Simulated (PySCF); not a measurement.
Species: C4H6FNSi.
Numbering: `[F:1][c:2]1[cH:3][cH:4][cH:5][n:6]1[SiH3:7]`

NICS is the negative of the GIAO shielding at a point without a nucleus: at the ring centre (0) and 1 Å above and below it (1); zz is the component along the ring normal. Level: GIAO PBE0/pcSseg-1 (PySCF, non-relativistic, gas phase) on the GFN2-xTB geometry, one conformer.

Ring bond lengths (Å), with Mayer bond orders in brackets: C2–C3 1.357 (1.56), C3–C4 1.420 (1.28), C4–C5 1.360 (1.58), C5–N6 1.374 (1.08), N6–C2 1.360 (1.13).

What do the NICS probes read (ppm)?

```csv
ring,type,NICS(0),"NICS(1), two faces","NICS(1)zz, two faces",rms pucker (Å),"centre to ring atoms, mean (Å)"
C2–C3–C4–C5–N6,5-membered ring with N; formal bonds all aromatic,-14.0,-10.1 / -10.1,-26.1 / -26.1,0.00,1.17
```

What do they say, and how far can they be read as aromaticity?

- C2–C3–C4–C5–N6: mean NICS(1)zz -26.1 ppm, shielded, aromatic by this magnetic criterion (flat ring, no four-coordinate atom).

What does the geometric index give? HOMA = 1 − mean of α(R − Ropt)² over the ring bonds, with Krygowski's 1993 parameters (CC: Ropt 1.388 Å, α 257.7 Å⁻²; CN: Ropt 1.334 Å, α 93.52 Å⁻²).

- C2–C3–C4–C5–N6: HOMA 0.82; the largest term is that of C3–C4, α(R − Ropt)² = 0.26. The geometric and the magnetic index point the same way.

What field does 14.1 T along the ring normal induce along that normal at the first NICS(1) probe listed for ring C2–C3–C4–C5–N6, 1 Å off the ring?

NICSzz × B0 = -26.1 ppm × 14.1 T = -368 μT, against the applied field.

On x86-64 server, one thread, shared host, this took 13 s wall. This is the whole shielding run at PBE0/pcSseg-1, SCF included.
